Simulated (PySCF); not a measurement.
Working out the excitation energy of Se

Se [Ar] 3d10 4s2 4p4 (3P) → Se [Ar] 3d10 4s2 4p3 5s1 (5S). All numbers are calculated (PySCF 2.14, scalar relativity through the core potential, in aug-cc-pVTZ-PP with ECP10MDF). Frozen: 3s2 3p6 3d10. Energies in hartree (1 hartree = 27.21139 eV):

| part | Se (lower) | Se (upper) |
| --- | --- | --- |
| UHF | -371.862673 | -371.669336 |
| CCSD correlation | -0.120535 | -0.102233 |
| (T) | -0.003891 | -0.003651 |

**Question.** What does Hartree-Fock give?

**Answer.** (-371.669336) − (-371.862673) = 0.193337 hartree = 5.261 eV.

**Question.** What do CCSD and CCSD(T) give?

**Answer.** The CCSD correlation energies differ by 0.018302 hartree = 0.498 eV and the triples by 0.000240 hartree = 0.007 eV, so CCSD gives 5.759 eV and CCSD(T) 5.766 eV.

Measured between the centres of the two terms (NIST): 5.857 eV, so CCSD(T) (valence) is off by -0.091 eV.

What remains against the reference includes basis incompleteness, the frozen core and higher excitations.
